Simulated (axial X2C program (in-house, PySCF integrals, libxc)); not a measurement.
## InTa: properties at the nuclei

Computed with an in-house all-electron X2C program for linear molecules (integrals from PySCF): two-component X2C with atomic mean-field Coulomb and Gaunt terms, Gaussian nuclei, basis Ta dyall-cv3z, In dyall-cv3z with contracted cores.

R = 2.811 Å (near the PBE0 minimum at charge 0 of the determinant lowest at the starting distance; the state shown can have its own minimum elsewhere).

Determinant lowest in the PBE0 search, Ω = 4 (⟨Sz⟩ = 1.98, ⟨Lz⟩ = 2.02 at PBE0), spin on the atoms Ta 1.74, In 0.24:

```json
{"level": "PBE0", "Eeff magnitude (GV/cm)": "8.13", "Ws magnitude Ta (kHz)": "2.35", "Ws magnitude In (kHz)": "0.252", "A∥/gI Ta (MHz)": "273", "qzz Ta (a.u.)": "-3.05", "A∥/gI In (MHz)": "-58.6", "qzz In (a.u.)": "-3.35", "μ (D)": "0.02"}
{"level": "HF", "Eeff magnitude (GV/cm)": "87.5", "Ws magnitude Ta (kHz)": "21.6", "Ws magnitude In (kHz)": "0.614", "A∥/gI Ta (MHz)": "252", "qzz Ta (a.u.)": "-3.99", "A∥/gI In (MHz)": "-144", "qzz In (a.u.)": "-3.90", "μ (D)": "1.20"}
{"level": "r2SCAN", "Eeff magnitude (GV/cm)": "12.8", "Ws magnitude Ta (kHz)": "3.38", "Ws magnitude In (kHz)": "0.321", "A∥/gI Ta (MHz)": "495", "qzz Ta (a.u.)": "-3.32", "A∥/gI In (MHz)": "-72.3", "qzz In (a.u.)": "-3.14", "μ (D)": "0.23"}
{"level": "B3LYP", "Eeff magnitude (GV/cm)": "4.43", "Ws magnitude Ta (kHz)": "1.44", "Ws magnitude In (kHz)": "0.246", "A∥/gI Ta (MHz)": "285", "qzz Ta (a.u.)": "-2.99", "A∥/gI In (MHz)": "-42", "qzz In (a.u.)": "-3.08", "μ (D)": "0.10"}
{"level": "LDA", "Eeff magnitude (GV/cm)": "2.54", "Ws magnitude Ta (kHz)": "0.182", "Ws magnitude In (kHz)": "0.137", "A∥/gI Ta (MHz)": "367", "qzz Ta (a.u.)": "-3.20", "A∥/gI In (MHz)": "-40.8", "qzz In (a.u.)": "-2.97", "μ (D)": "0.06"}
```

Determinant 0.03 eV from it at PBE0 and this distance, Ω = 2 (⟨Sz⟩ = 1.98, ⟨Lz⟩ = 0.02 at PBE0), spin on the atoms Ta 1.90, In 0.08:

```csv
level,Eeff magnitude (GV/cm),Ws magnitude Ta (kHz),Ws magnitude In (kHz),A∥/gI Ta (MHz),qzz Ta (a.u.),A∥/gI In (MHz),qzz In (a.u.),μ (D)
PBE0,16.2,5.24,1.02,783,3.30,-132,-2.63,-0.12
HF,35,14.1,1.16,1430,1.43,-194,-4.62,-0.41
r2SCAN,17.1,5.62,1.15,1410,3.07,-184,-2.46,-0.24
B3LYP,7.46,1.78,0.58,414,3.52,-110,-2.09,0.26
LDA,8.21,2.1,0.661,481,3.42,-167,-1.96,0.28
```

Eeff is the effective electric field on the electron electric dipole moment in this Ω state and Ws the scalar–pseudoscalar constant of the nucleus named (defined with the proton number Z and per Ω); A∥ (defined per Ω) follows by multiplying with gI = μI/(I μN); qzz is the electric field gradient, eQq0 = 234.96 MHz × Q/barn × qzz; μ is positive if the In end (last atom) is positive. The operators were transformed with the bare-nucleus X2C matrices; with these basis sets, hyperfine constants and field gradients can be off by tens of per cent, and where levels differ in sign neither size nor sign is settled.

(1) With gI(181Ta) = 0.6773, Q(181Ta) = 3.17 barn, Q(115In) = 0.772 barn (g factors from the IAEA table of nuclear moments by Stone; Q from Pyykkö, Mol. Phys. 2018), turn the PBE0 values of the first state into constants in MHz.

Each state is one determinant with collinear spin, which with several unpaired electrons need not be a pure state. Unrestricted Hartree–Fock can overshoot spin polarisation at the nuclei. In the state Ω = 4 the sign of Eeff differs between levels (LDA against PBE0). With several open shells hyperfine constants can be off by a factor of several. Where Eeff spreads by more than a factor of two the levels disagree and none is to be relied on. Open-shell Ω = 0 determinants with evenly filled partner blocks cannot be reached by this program, so the Ω shown need not be the lowest component. At r2SCAN a later determinant lies lower. States lie within half an eV, so the first need not be the ground state. The sign of Ws at Ta differs between levels in the first state. Where a field gradient or hyperfine factor spreads by more than a factor of two over the levels, a constant derived from it is not to be relied on. PBE0 term energies can be off by some tenths of an eV.

Answers

(1) A∥(181Ta) = 273 × 0.6773 = 185 MHz; eQq0(181Ta) = 234.96 × (3.17) × (-3.05) = -2270 MHz; eQq0(115In) = 234.96 × (0.772) × (-3.35) = -608 MHz.
